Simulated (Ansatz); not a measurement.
Reaction (ligand exchange at the In–O bond): `[OH][In]([OH])[SH]` + NH₃ → `[NH2][In]([OH])[SH]` + H₂O

Isolated molecules relaxed with PBE0-D4/def2-TZVP in Ansatz; ΔE leaves out vibrations. CCSD(T)/CBS is the MP2 limit (def2-TZVPP, def2-QZVPP) plus CCSD(T) − MP2 in def2-TZVPP, frozen cores. This one scheme is used for every species. Elements past krypton have def2 core potentials. For In outer-core shells are correlated without core-valence functions, which leaves a few kJ/mol of doubt a bond. Each species was taken in one conformer, which may not be the lowest.

`[OH][In]([OH])[SH]`:

Z-matrix (Å, degrees):
```
In
O 1 1.973
S 1 2.362 2 120.3
O 1 1.978 2 114.0 3 -180.0
H 2 0.961 1 111.7 3 -180.0
H 3 1.345 1 92.0 2 -0.0
H 4 0.960 1 113.7 2 -179.9
```

NH₃:

Z-matrix (Å, degrees):
```
N
H 1 1.013
H 1 1.013 2 107.1
H 1 1.013 2 107.1 3 -114.5
```

`[NH2][In]([OH])[SH]`:

Cartesian coordinates in Å:
```
N 0.844 1.056 1.035
In -0.187 -0.060 -0.284
O -1.269 0.961 -1.592
S -0.049 -2.423 -0.514
H 1.047 0.627 1.926
H 0.465 1.980 1.193
H -1.673 0.410 -2.265
H 0.822 -2.550 0.501
```

H₂O:

Cartesian coordinates in Å:
```
O -0.138 0.132 -0.339
H -0.190 0.560 0.518
H 0.328 -0.692 -0.179
```

| species | MP2/def2-SVP energy (Eh) |
| --- | --- |
| `[OH][In]([OH])[SH]` | -738.61484 |
| NH₃ | -56.33509 |
| `[NH2][In]([OH])[SH]` | -718.77785 |
| H₂O | -76.16208 |

(1) Work out ΔE.

(2) What do rigid-rotor, harmonic-oscillator terms from PBE0-D4/def2-TZVP frequencies (298.15 K, 1 bar) make of the CCSD(T)/CBS value? (An estimate is asked.)

Largest T1 diagnostic among the species: 0.016.

## Answers

(1) ΔE = (-718.77785) + (-76.16208) − (-738.61484) − (-56.33509) = 0.01000 Eh = +0.27 eV. CCSD(T)/CBS gives +0.18 eV.

(2) Computed: ΔZPE = -0.03 eV, ΔH = +0.16 eV, ΔS = 2 J/(mol·K), ΔG = +0.15 eV.

Leaving LDA and LC-ωPBE aside and taking each functional with its dispersion term where it has one, the values, not all of them listed here, spread over 0.11 eV, from PBE-QIDH to B97M-V. LDA lies −0.07 eV from PBE without D4. From BLYP to BHLYP (50 % exact exchange), in def2-TZVPP and without D4, ΔE moves by −0.06 eV. At CCSD(T), def2-SVP lies +0.08 eV from the extrapolated value and def2-TZVPP +0.01 eV.
